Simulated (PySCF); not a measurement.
# Towards the basis-set limit for BeF

State: ²Σ⁺, doublet, unpaired electrons σ ↑. De refers to Be + F. ROHF-based CCSD(T) in PySCF 2.14 with Be cc-pVTZ, F cc-pVTZ and Be cc-pVQZ, F cc-pVQZ (frozen core orbitals: 2; no relativity). Correlation energies are extrapolated as n⁻³ (n = 3, 4), Hartree–Fock as (n+1)·exp(−9√n). CV is the change on freezing 0 orbitals instead, in Be cc-pCVTZ, F cc-pwCVTZ. SR is the spin-free X2C energy in Be cc-pVTZ-DK, F cc-pVTZ-DK less the non-relativistic one in Be cc-pVTZ, F cc-pVTZ.

| Level | Re (Å) | ωe (cm⁻¹) | ωexe (cm⁻¹) | αe (cm⁻¹) | De (eV) |
| --- | --- | --- | --- | --- | --- |
| CCSD(T)/TZ | 1.3713 | 1260.7 | 8.81 | 0.0172 | 5.696 |
| CCSD(T)/QZ | 1.3668 | 1262.8 | 9.08 | 0.0175 | 5.845 |
| HF/CBS | 1.3513 | 1315.2 | 9.19 | 0.0173 | 5.125 |
| MP2/CBS | 1.3696 | 1250.6 | 9.15 | 0.0177 | 6.538 |
| CCSD/CBS | 1.3626 | 1274.5 | 9.16 | 0.0176 | 5.775 |
| CCSD(T)/CBS | 1.3661 | 1261.1 | 9.19 | 0.0177 | 5.915 |
| CCSD(T)/CBS+CV | 1.3626 | 1266.4 | 9.22 | 0.0177 | 5.942 |
| CCSD(T)/CBS+CV+SR | 1.3623 | 1265.8 | 9.24 | 0.0178 | 5.929 |

Problem. How much is left between CCSD(T)/QZ and the basis-set limit, and how much do the triples give at the limit?

Solution. CCSD(T)/CBS less CCSD(T)/QZ: -0.7 mÅ in Re, -1.7 cm⁻¹ in ωe and +0.070 eV in De. CCSD(T)/CBS less CCSD/CBS: +3.5 mÅ in Re, -13.4 cm⁻¹ in ωe and +0.140 eV in De.

Problem. What do the later terms add?

Solution. CV: -3.5 mÅ in Re, +5.3 cm⁻¹ in ωe and +0.027 eV in De; SR: -0.3 mÅ in Re, -0.6 cm⁻¹ in ωe and -0.013 eV in De, each against the row above.

The T1 diagnostic is 0.016. The state was picked by a PBE0 search and need not be the measured ground state. Spin–orbit coupling, excitations beyond (T) and corrections to the Born–Oppenheimer picture are left out.
